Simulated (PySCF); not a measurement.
In(F)(Br)(OH) (BrFHInO), SMILES [OH][In]([F])[Br].

Geometry: B3LYP-D3(BJ)/def2-SVP. The structure was generated by enumeration; whether it is a known compound was not checked. The def2 effective core potentials stand for the cores of In; spin–orbit coupling is left out. Other conformers were not sampled.

Two levels are set side by side: TDDFT-PBE/def2-SVPD (PySCF) and TDDFT-M06-2X/def2-SVPD (PySCF). Vertical, same geometry. The lowest singlet is HOMO−1→LUMO 100 % with PBE and HOMO−1→LUMO 86 % with the other functional; states are paired by order. Differences are taken from unrounded values.

| quantity | TDDFT-M06-2X |
|---|---|
| lowest singlet excitation (eV) | 4.98 |
| lowest triplet excitation (TDA) (eV) | 4.63 |
| first bright state (f over 0.05) (eV) | 6.17 |
| its oscillator strength | 0.07 |

What does TDDFT-PBE give, and how far is it from TDDFT-M06-2X? (The exact figures need the calculation; the answer reports its results.)


| quantity | TDDFT-PBE | TDDFT-PBE minus TDDFT-M06-2X |
|---|---|---|
| lowest singlet excitation (eV) | 3.88 | -1.10 |
| lowest triplet excitation (TDA) (eV) | 3.56 | -1.07 |
| first bright state (f over 0.05) (eV) | 6.38 | 0.20 |
| its oscillator strength | 0.10 | 0.03 |

A lower first singlet is the usual sign of a functional without exact exchange. Differences between two approximate levels are no errors against the true value.

Rough cost on one machine, each run with all the roots and properties that it gave: TDDFT-M06-2X against TDDFT-PBE about 20 times.
